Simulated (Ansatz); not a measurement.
Consider the formal exchange of groups at the Se–Al bond: `C[Se][Al]([F])[F]` + `CC#N` → `C[Se]CC#N` + `[F][AlH][F]`.

Gas-phase electronic energies from Ansatz, PBE0-D4/def2-TZVP geometries. CCSD(T)/CBS adds triple-zeta CCSD(T) − MP2 to the extrapolated MP2 energy (def2 sets, frozen cores). This one scheme is used for every species. Functionals use def2-TZVPP. B3LYP here is the variant with VWN-RPA as its local correlation; programs differ in this. For Se outer-core shells are correlated without core-valence functions, which leaves a few kJ/mol of doubt a bond. Scalar relativity is left out up to krypton. Each species was taken in one conformer, which may not be the lowest.

```
             level  ΔE (kJ/mol)  difference from CCSD(T)/CBS
         r2SCAN-D4        162.5                          5.6
           PBE0-D4        159.5                          2.6
          B3LYP-D4        154.8                         -2.1
           ωB97M-V        154.9                         -2.0
               PBE        156.2                         -0.7
              PBE0        161.4                          4.5
    MP2/def2-QZVPP        153.4                         -3.5
SCS-MP2/def2-QZVPP        152.0                         -4.9
     MP2/CBS(def2)        155.7                         -1.2
    CCSD/CBS(def2)        159.4                          2.5
       CCSD(T)/CBS        156.9                            0
```

Largest T1 diagnostic among the species: 0.013.

From PBE to PBE0 (25 % exact exchange), in def2-TZVPP and without D4, ΔE moves by +5.2 kJ/mol. In def2-TZVPP, CCSD(T) changes the Hartree–Fock value by −15.4 kJ/mol (the triples alone add −2.5 kJ/mol) and MP2 by −16.7 kJ/mol. The D4 term adds −3.4 kJ/mol with B3LYP and −1.9 kJ/mol with PBE0; it sums over pairs of atoms, weighted by their polarisabilities, and B3LYP, whose exchange is more repulsive, gets the larger term.
